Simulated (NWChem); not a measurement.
System: ZnF, doublet; SMILES [F][Zn]

Results from NWChem. Spin-unrestricted. Medium grid unless said otherwise, to which SCAN and Minnesota functionals are sensitive. The geometry was optimised at PBE0-D3(BJ)/def2-TZVP, spin-unrestricted. This spin state was assumed; another may lie lower. No stability test was run on the SCF state.

For level M06-2X/def2-SVP:

```
Item                                                         Value
-----------------------------------------------------------  -----
highest occupied level (eV)                                  -7.30
lowest empty minus highest occupied level, either spin (eV)   3.62
dipole (D)                                                    3.35
```

**Question.** How do the values read with level MN15-L/def2-SVP instead?

**Answer.** 
| Item | Value |
|---|---|
| highest occupied level (eV) | -5.52 |
| lowest empty minus highest occupied level, either spin (eV) | 2.05 |
| dipole (D) | 3.23 |
